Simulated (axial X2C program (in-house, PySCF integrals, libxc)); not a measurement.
## Low determinants of AlGa at the PBE0 level, 2c

All values were computed with an in-house all-electron X2C program for linear molecules (integrals from PySCF). Two-component (2c) means X2C with spin–orbit coupling and atomic mean-field two-electron Coulomb terms, the Gaunt term switched off. Basis: Ga dyall-v3z [9s9p7d1f], Al dyall-v3z [8s8p2d1f] (cores contracted in-house); Gaussian nuclei, density fitting, unrestricted open shells. Masses: Ga 68.926 u, Al 26.982 u.

Search at 2.500 Å (vertical energies from the lowest determinant):

```tsv
ΔE (eV)	state	electrons beyond evenly filled partner blocks	electrons in ±ω = 1/2, 3/2, 5/2, 7/2
0.00	Ω = 1	ω = -1/2, ω = 3/2	31 11 2 0
0.08	Ω = 2	ω = 1/2, ω = 3/2	31 11 2 0
0.18	Ω = 1	2 × ω = 1/2	32 10 2 0
0.60	Ω = 0	none	30 12 2 0
0.96	Ω = 0	none	32 10 2 0
2.12	Ω = 3	2 × ω = 3/2	30 12 2 0
3.11	Ω = 0	3 × ω = 1/2, ω = -3/2	31 11 2 0
```

Lowest determinant, Ω = 1 (⟨Sz⟩ = 1.00, ⟨Lz⟩ = 0.00 at PBE0): Re = 2.451 Å, ωe = 284.8 cm⁻¹.

The determinant in row 2 of the search, Ω = 2 (⟨Sz⟩ = 1.00, ⟨Lz⟩ = 1.00 at PBE0), was followed along the bond at PBE0; measured from the minimum of the lowest determinant it gives:

Te = -0.013 eV (-103 cm⁻¹), Re = 2.711 Å, ωe = 221.9 cm⁻¹.

Compare the bond of the determinant in row 2 with that of the lowest one.

At PBE0 its Re is 0.260 Å longer and its force constant, which goes as ωe², is 0.61 times that of the lowest determinant. T0 ≈ Te + Δωe/2 = -103 + (-31) = -134 cm⁻¹.

The search compares states at one distance, so a state with another bond length can lie lower; it is not exhaustive and yields mostly the lowest determinant of each block pattern, so other components and higher states of one pattern are missing. These are energies of single determinants, not of spin-adapted states; PBE0 term energies can be off by some tenths of an eV, and the functional has no current term. Open-shell Ω = 0 determinants with evenly filled partner blocks cannot be reached by this program, so the Ω shown need not be the lowest component. The lowest determinant need not be the ground state where others lie within half an eV. Some points of a curve did not converge.
